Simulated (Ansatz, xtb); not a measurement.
# C4H9NSeSi: where a starting geometry ends

The starting geometry of this gas-phase singlet was built from a drawn formula by distance geometry and a force field; its bonds are those of `C[Se]C1=C[SiH2]N1C`.

```yaml
atoms:
  - { symbol: C, position_ang: [-0.1131, 1.8188, -0.0256] }
  - { symbol: C, position_ang: [0.6307, 0.2243, 2.0751] }
  - { symbol: C, position_ang: [1.4958, 0.7307, 3.0533] }
  - { symbol: C, position_ang: [1.1752, -2.0611, 0.8441] }
  - { symbol: N, position_ang: [1.3758, -1.0051, 1.7536] }
  - { symbol: Se, position_ang: [-1.0216, 0.9144, 1.4228] }
  - { symbol: Si, position_ang: [2.6406, -0.5668, 2.8771] }
  - { symbol: H, position_ang: [0.4313, 1.1313, -0.6428] }
  - { symbol: H, position_ang: [0.6372, 2.6080, 0.4049] }
  - { symbol: H, position_ang: [-0.8606, 2.4055, -0.6594] }
  - { symbol: H, position_ang: [1.5397, 1.6156, 3.6645] }
  - { symbol: H, position_ang: [3.8864, -0.2325, 2.1885] }
  - { symbol: H, position_ang: [2.6318, -1.4838, 4.0087] }
  - { symbol: H, position_ang: [1.9977, -2.8045, 0.8447] }
  - { symbol: H, position_ang: [1.1021, -1.6996, -0.2033] }
  - { symbol: H, position_ang: [0.2392, -2.6101, 1.0633] }
```

Problem. Predict what becomes of its bonds when it is optimised with r2SCAN-D4/def2-SVP.

Solution. It keeps its bonds, and is `C[Se]C1=C[SiH2]N1C`.

The energy falls by 1.12 eV over 27 steps:

```
step  E − E(last) (eV)
   1             1.118
   4             0.142
   7             0.116
  10             0.047
  13             0.023
  15             0.019
  18             0.002
  21             0.000
  24             0.000
  27             0.000
```

Final geometry (Å):

```xyz
16

C    -0.0366    1.5568   -0.2719
C     0.8657    0.3635    2.2189
C     1.4444    0.6478    3.4276
C     1.0400   -1.6985    0.8125
N     1.6456   -0.5808    1.5116
Se   -0.7449    1.0985    1.4965
Si    2.7025   -0.6207    2.9764
H     0.4102    0.6778   -0.7532
H     0.7098    2.3561   -0.1774
H    -0.8892    1.9118   -0.8668
H     1.2032    1.4678    4.1006
H     4.1231   -0.2256    2.7439
H     2.6767   -1.9675    3.6236
H     1.8214   -2.2551    0.2728
H     0.3067   -1.3422    0.0717
H     0.5095   -2.4046    1.4828
```

From the same start GFN2-xTB reaches the same bonding as this run.

The end wasn't checked by frequencies. Run with Ansatz 0.2.0, 97 s on 4 threads of Arm Neoverse V1 (shared host).
